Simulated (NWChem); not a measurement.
## Cl₂Ge

```xyz
3

Ge     0.0000     0.0000    -0.7250
Cl    -1.7098     0.0000     0.6823
Cl     1.7098     0.0000     0.6823
```
Charge 0, spin multiplicity 1.

The numbers come from NWChem runs, not from measurements. All single points use one geometry, from PBE/def2-SVP, a minimum by its harmonic frequencies.

Symmetry labels belong to the abelian group C2v used in the runs, with the axes of the coordinates shown.

The Hamiltonian is non-relativistic. The structure started from a generated list of species.

Task: List the lowest 6 singlet excitations that TD-BHandHLYP/def2-SVPD gives, with oscillator strengths.

Result: 
```json
[
 {"state": "1", "symmetry": "b2", "energy (eV)": "4.01", "wavelength (nm)": "309", "f": "0.024"},
 {"state": "2", "symmetry": "a2", "energy (eV)": "4.89", "wavelength (nm)": "254", "f": "0.000"},
 {"state": "3", "symmetry": "b1", "energy (eV)": "5.56", "wavelength (nm)": "223", "f": "0.023"},
 {"state": "4", "symmetry": "b2", "energy (eV)": "5.99", "wavelength (nm)": "207", "f": "0.008"},
 {"state": "5", "symmetry": "a1", "energy (eV)": "6.17", "wavelength (nm)": "201", "f": "0.001"},
 {"state": "6", "symmetry": "a2", "energy (eV)": "6.78", "wavelength (nm)": "183", "f": "0.000"}
]
```
